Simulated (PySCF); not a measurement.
## UHF on K²⁺ (potassium, charge +2)

Configuration: [Ne] 3s2 3p5, 2P determinant. Calculation: PySCF 2.14, in def2-TZVP (6s4p3d, 33 functions); the non-relativistic Hamiltonian (point nucleus).

```json
{"Total energy": "-597.885030 hartree", "One-electron energy": "-808.5051 hartree", "Hartree (Coulomb) energy": "242.7618 hartree", "Exchange energy": "-32.1417 hartree", "Kinetic energy": "597.71984 hartree", "⟨S²⟩": "0.7554", "⟨L²⟩": "2.017", "Sum of ⟨r⟩": "12.33 bohr", "Sum of ⟨r²⟩": "15.68 bohr²", "Traceless quadrupole moment −½Σ⟨3z² − r²⟩ along its main axis": "0.912 e·bohr²", "Density at the nucleus (Gaussians lack the cusp)": "4420 bohr⁻³", "Spin density at the nucleus": "0.290 bohr⁻³", "Langevin diamagnetic susceptibility": "-12.4 ×10⁻⁶ cm³/mol", "Time after the integrals": "0.11 s of wall time on 1 thread of Intel(R) Xeon(R) Platinum 8259CL CPU @ 2.50GHz (shared host)"}
```

```
shell  electrons  mean orbital energy (hartree)  spread (hartree)  rms radius, mean of both spins (bohr)
 1s α          1                     -134.42051                 0                                 0.0944
 1s β          1                     -134.40222                 0                                 0.0944
 2s α          1                      -15.35077                 0                                  0.420
 2s β          1                      -15.33360                 0                                  0.420
 2p α          3                      -12.38670           0.03901                                  0.388
 2p β          3                      -12.35614           0.02656                                  0.388
 3s α          1                       -2.55955                 0                                   1.33
 3s β          1                       -2.40114                 0                                   1.33
 3p α          3                       -1.74013           0.09846                                   1.47
 3p β          2                       -1.67409                 0                                   1.47
```
